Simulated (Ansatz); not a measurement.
C4H10Be (SMILES C[CH2][Be][CH2]C), singlet, geometry from GFN2-xTB (such geometries of metal compounds can be far from the true shape). Base run: CAM-B3LYP/STO-3G (Ansatz, a quantum-chemistry and plane-wave program).

The Ansatz input:
Ansatz 0.2 input:
```yaml
crystal:
  periodic: [false, false, false]
  atoms:
    - {symbol: Be, position_ang: [-0.09081034, 0.01872497, 0.20027093]}
    - {symbol: C, position_ang: [1.32070666, -0.71148577, 0.89772379]}
    - {symbol: C, position_ang: [1.44251605, -2.21968855, 0.60334143]}
    - {symbol: H, position_ang: [1.37529665, -0.60868911, 1.98748926]}
    - {symbol: H, position_ang: [2.25915027, -0.25807647, 0.55825464]}
    - {symbol: H, position_ang: [1.49397659, -2.40834793, -0.46683900]}
    - {symbol: H, position_ang: [0.58806175, -2.76629205, 0.99669622]}
    - {symbol: H, position_ang: [2.34312134, -2.63409640, 1.05933065]}
    - {symbol: C, position_ang: [-1.49422068, 0.74726413, -0.51506015]}
    - {symbol: C, position_ang: [-1.24962784, 2.17991526, -1.02873242]}
    - {symbol: H, position_ang: [-2.35133980, 0.80994789, 0.16505276]}
    - {symbol: H, position_ang: [-1.89302523, 0.18258197, -1.36569797]}
    - {symbol: H, position_ang: [-0.47127846, 2.19746894, -1.78859478]}
    - {symbol: H, position_ang: [-0.94010612, 2.83888312, -0.22030607]}
    - {symbol: H, position_ang: [-2.15686075, 2.59568972, -1.47010527]}
basis:
  gaussian:
    orbitals: STO-3G
hamiltonian:
  xc: cam_b3lyp
```

Each row names what was changed in the base input (with any setting that the change needs).

```
change                                  ΔE vs base (mEh)
--------------------------------------  ----------------
base                                               0.000
occupation = up:A:9 B:10 down:A:9 B:10             653.1
occupation = up:A:10 B:9 down:A:10 B:9             0.000
symmetry_tolerance_ang = 0.01                      0.000
occupation = up:A:11 B:8 down:A:11 B:8             623.1
```
